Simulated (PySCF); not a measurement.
CdTe, SMILES [Te]=[Cd]. Heavy atoms are numbered as in [Cd:1]=[Te:2].

Geometry optimised at PBE0-D3(BJ)/def2-TZVP. The def2 effective core potentials stand for the cores of Cd, Te; spin–orbit coupling is left out.

Calculation: PBE/def2-TZVPD (PySCF).

Mulliken values depend strongly on the basis, most of all with diffuse functions as here. ESP charges are fitted to the potential on shells at 1.4 to 2.0 van der Waals radii. Atomic charges (e), one atom of each kind:

```json
[
 {"atom": "Cd1", "ESP fit": "?", "Mulliken": "0.27"},
 {"atom": "Te2", "ESP fit": "?", "Mulliken": "-0.27"}
]
```

Q: Fill in the missing entries. (Estimate from the structure and the level; the computed values follow.)

A: 
- Cd1, ESP fit: 0.44
- Te2, ESP fit: -0.44
